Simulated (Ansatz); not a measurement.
`[O][Cu]` radical, relaxed with UKS PBE0-D4/def2-TZVP in Ansatz from a GFN2-xTB geometry. The force threshold is 0.005 eV/Å; the program also tests the step.

The species carries charge 0 and has multiplicity 2.

Start:

```xyz
2

O    -0.258    0.713   -0.280
Cu    0.258   -0.713    0.280
```

Q: By how much does the energy fall, and how many steps does the optimiser take? (An estimate is asked.)

A: Computed: 5.07 kcal/mol, in 4 steps.

Q: Which bonds change most? (An estimate is asked.)

A: Ansatz gave: O1–Cu2 from 1.617 to 1.758 Å.

Q: Give the relaxed structure. (Best estimate.)

A: Computed: 
```xyz
2

O    -0.280    0.776   -0.305
Cu    0.280   -0.776    0.305
```
